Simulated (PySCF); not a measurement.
# Electronic absorption of C3HFN2O3

Compound: C3HFN2O3.
InChI=1S/C3HFN2O3/c4-2-5-3(6-9-2)8-1-7/h1H

Theory: PySCF 2.14.0, density-fitted response routines, TDDFT PBE0/def2-SVPD, vertical, gas phase, core orbitals frozen in the response. One conformer (not necessarily the lowest) at the GFN2-xTB geometry, without solvent, vibrations or thermal averaging.

Problem. What does the calculation give for the low-lying excited states?

Solution. 

```tsv
state	E (eV)	λ (nm)	ν̃ (cm⁻¹)	f	|μ| (D)	main configurations (H = HOMO, L = LUMO)
S1	5.60	221.3	45180	0.0034	0.40	H-1→L (54%), H→L (16%), H-1→L+1 (11%)
S2	6.35	195.2	51240	0.013	0.75	H-2→L (43%), H-1→L (27%), H-1→L+1 (20%)
S3	6.64	186.8	53530	0.104	2.03	H→L (69%), H-1→L+1 (13%)
S4	7.03	176.4	56690	0.039	1.21	H→L+1 (77%), H-2→L (8%)
S5	7.17	173.0	57820	0.016	0.76	H-1→L+1 (48%), H-2→L (33%)
S6	7.46	166.1	60200	0.013	0.66	H-2→L+1 (68%), H-3→L (11%), H-1→L (8%)
```

Triplets, Tamm–Dancoff:

```json
{"state": "T1", "E (eV)": "4.58", "λ (nm)": "270.4", "main configurations (H = HOMO, L = LUMO)": "H→L (72%), H→L+1 (16%)"}
{"state": "T2", "E (eV)": "5.03", "λ (nm)": "246.6", "main configurations (H = HOMO, L = LUMO)": "H-1→L (53%), H-1→L+1 (15%), H-2→L (12%)"}
```

The lowest singlet comes at 221 nm (540 kJ/mol) in the ultraviolet; it is very weak; its leading configuration is HOMO-1→LUMO (54%). The most intense listed level is S3 at 6.64 eV (187 nm, f = 0.104), 1.04 eV above S1. Löwdin shares by element: HOMO nitrogen 35% or more, carbon 22% or more, oxygen 11% or more (atoms not listed hold the other 32%); LUMO carbon 34% or more, oxygen 18% or more, nitrogen 16% or more (atoms not listed hold the other 33%). Weighted by f, the mean energy of these states is 6.78 eV. The oscillator strengths of these states sum to 0.188; summed over the whole spectrum of an exact calculation they would give the number of electrons, 66 (Thomas–Reiche–Kuhn). Of the 6 states listed, 5 reach f = 0.01 and none stays under 0.0005. No computed singlet lies in the visible range (380 to 750 nm); the lowest, at 221 nm, stands 2.34 eV above its violet end (3.26 eV). Singlets were solved by full linear response, triplets in the Tamm–Dancoff approximation.
